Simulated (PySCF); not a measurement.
As²⁺: interval between two levels

As²⁺ [Ar] 3d10 4s2 4p1 [2P3/2, M_J = 3/2] → As²⁺ [Ar] 3d10 4s1 4p2 [4P5/2, M_J = 5/2], as a difference of total energies. All numbers are calculated (PySCF 2.14, the two-component X2C-1e Hamiltonian, in x2c-SVPall-2c with one added diffuse shell each of s, p, d type (6s7p4d, 47 functions)). Correlated levels: [Ne] frozen. "Screened" scales the spin-orbit matrix elements by Boettger's factors to mimic the two-electron term; Breit and QED terms are absent.

| method | interval between two levels (cm⁻¹) |
| --- | --- |
| GHF (spin-free) | 52042 |
| GMP2 (spin-free) | 58484 |
| GHF (screened spin-orbit) | 52031 |
| GMP2 (screened spin-orbit) | 58474 |

The labels give the starting determinants; with spin-orbit coupling the two ends relaxed to ⟨J²⟩ = 3.76, ⟨L²⟩ = 2.01, ⟨S²⟩ = 0.75 and ⟨J²⟩ = 8.75, ⟨L²⟩ = 2.01, ⟨S²⟩ = 3.75.
